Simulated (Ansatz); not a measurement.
`[OH][Sn][OH]` at its PBE0-D4/def2-TZVP geometry, where that method's forces vanish. The species carries charge 0 and has multiplicity 1. Sn takes the def2 core potential.

```xyz
5

O    -0.5647    1.0361    0.0044
Sn   -0.7427   -0.8951    0.4383
O     1.0965   -1.2644   -0.1515
H    -1.3295    1.5915    0.1722
H     1.5404   -0.4681   -0.4634
```

Problem. What forces (eV/Å) does r2SCAN-D4/def2-TZVPP give on these atoms in Ansatz 0.2.0? (Best estimate.)

Solution. The calculation gave: 
```
O1   0.094  0.075 -0.048
Sn2 -0.149 -0.079  0.069
O3   0.104 -0.059 -0.026
H4  -0.057  0.015  0.018
H5   0.008  0.048 -0.012
```
